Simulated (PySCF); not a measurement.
Correlation energy of Hf³⁺ (hafnium, charge +3)

Starting occupation: [Xe] 4f14 6s1, 6s1/2 with m_j = +1/2. Calculation: PySCF 2.14, in x2c-TZVPall-2c (11s11p10d2f, 108 functions); X2C-1e with screened-nucleus spin-orbit coupling, Gaussian nucleus. Frozen: [Kr] 4d10 4f14; 9 electrons correlated; the 34 highest virtual spinors left out.

MP2 pair energies summed by pair of shells (mhartree):

```json
{"pair": "5p3/2-5p3/2", "energy": "-51.20", "share (%)": "32.8"}
{"pair": "5p1/2-5p3/2", "energy": "-47.22", "share (%)": "30.2"}
{"pair": "5p3/2-6s1/2", "energy": "-16.43", "share (%)": "10.5"}
{"pair": "5p1/2-5p1/2", "energy": "-12.12", "share (%)": "7.8"}
{"pair": "5p3/2-5s1/2", "energy": "-10.96", "share (%)": "7.0"}
{"pair": "5p1/2-6s1/2", "energy": "-6.63", "share (%)": "4.2"}
{"pair": "5p1/2-5s1/2", "energy": "-5.22", "share (%)": "3.3"}
{"pair": "5s1/2-5s1/2", "energy": "-5.17", "share (%)": "3.3"}
{"pair": "5s1/2-6s1/2", "energy": "-1.30", "share (%)": "0.8"}
```

Total MP2 correlation energy: -156.25 mhartree.

This basis was not built for core-valence correlation, so the inner-shell part is incomplete.
